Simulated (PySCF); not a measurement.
Pd(Cl)(MeCN)2 (C4H6ClN2Pd), SMILES [N](#CC)->[Pd](<-[N]#CC)[Cl] (connectivity only; charge and spin as stated), neutral, multiplicity 2.

Coordinates come from a PBE0-D3(BJ)/def2-SVP optimisation. The multiplicity is an assumed one; other spin states were not compared. The isomer is the one that the SMILES or the coordinates give; other isomers of the formula were not compared. The def2 effective core potentials stand for the cores of Pd; spin–orbit coupling is left out.

These are PySCF with ωB97X/def2-TZVP values and carry that method's errors.

Gas-phase values at a fixed geometry.

Computed frontier levels, dipole moment:
```yaml
"α spin, highest occupied and lowest empty level": -8.32 and 1.80 eV
"β spin, highest occupied and lowest empty level": -8.37 and -0.16 eV
dipole_moment: 8.20 D
quadrupole, principal values (traceless, Buckingham form, about the centre of nuclear charge): -23.20, -17.02, 40.22 D·Å
"⟨S²⟩": 0.753 (pure state 0.75)
```
